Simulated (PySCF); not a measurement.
Cl₂Te, SMILES [Te](Cl)Cl (connectivity only; charge and spin as stated), charge +1, multiplicity 2.

Geometry: B3LYP-D3(BJ)/def2-TZVP. The spin state was assumed, not searched. The isomer is the one that the SMILES or the coordinates give; other isomers of the formula were not compared. The def2 effective core potentials stand for the cores of Te; spin–orbit coupling is left out.

These are B3LYP-D3(BJ)/def2-TZVP in PySCF values and carry that method's errors.

Frequencies are harmonic and unscaled.

Q: Give all harmonic wavenumbers and intensities. (An estimate is asked for; the answer gives what the named calculation found.)

A: 
```csv
mode,ν (cm⁻¹),IR (km/mol),moving atoms (share of kinetic energy)
1,140,1.0,"Cl 83 %, Te 17 %"
2,411,46.0,"Cl 75 %, Te 25 %"
3,420,9.1,"Cl 81 %, Te 19 %"
```
